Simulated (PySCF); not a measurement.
**Identify the compound**

The spectra below were simulated for a compound C5H11FSi.

¹H NMR (500 MHz, computed): δ 6.55 (m, 1H), 6.23 (m, 1H), 4.99 (m, 2H), 4.37 (m, 2H), 2.27 (m, 2H), 1.11 (t, 3H).

¹³C{¹H} NMR (computed): δ 164.1, 125.9, 79.8, 37.4, 16.7.

How the numbers were obtained: GIAO PBE0/pcSseg-1 shieldings, geometry from GFN2-xTB, in PySCF 2.14.0 with density-fitted response routines (non-relativistic, rapidly exchanging positions averaged, no solvent model, a single conformation).

δ = σ(ref) − σ, references computed at the same level: TMS for ¹H (σ = 31.72 ppm) and ¹³C (σ = 186.93 ppm).

Which candidate is it?
A. CC/C(=C\[SiH3])CF
B. C[C@@H](F)[C@H]1CC[SiH2]1
C. CC/C=C/[SiH2]CF

Answers

C. 

1. Rings plus π bonds: 1 (no ring in the answer).
2. 5 carbon signals for 5 carbons: no two carbons are equivalent.
3. Carbon types of the structure: 2 × CH, 2 × CH2, 1 × CH3, leaving 2 H on heteroatoms.
4. δC 164.1, 125.9: alkene CH; an sp2 carbon of a C=C bond.
5. δC 79.8: sp3 CH2 bonded to F and Si; pulled downfield by the heteroatom.
6. δC 37.4: allylic sp3 CH2; aliphatic region, no heteroatom directly attached.
7. δC 16.7: methyl carbon; aliphatic region, no heteroatom directly attached.
8. δH 2.27: hydrogen on an allylic sp3 CH2; allylic position.

The others: CC/C(=C\[SiH3])CF would give 5 signals for carbon-bound and other non-exchanging H, not 6; C[C@@H](F)[C@H]1CC[SiH2]1 would give 9 signals for carbon-bound and other non-exchanging H, not 6.

Splittings by ¹⁹F in the carbon and heteronuclear signals aren't shown, as no couplings were computed. Shifts are as computed. Against solution values, carbons near 30 ppm lie about +3 ppm off and those near 130 ppm about +5 ppm. Of 1309 compounds with measured shifts, 239 miss one by over three times the rms of a fit or turn the order of signals round; such compounds aren't used in these exercises. Multiplicities follow the n + 1 count of equivalent neighbours, as no J values were calculated; m marks all less simple cases, F and P coupling included.
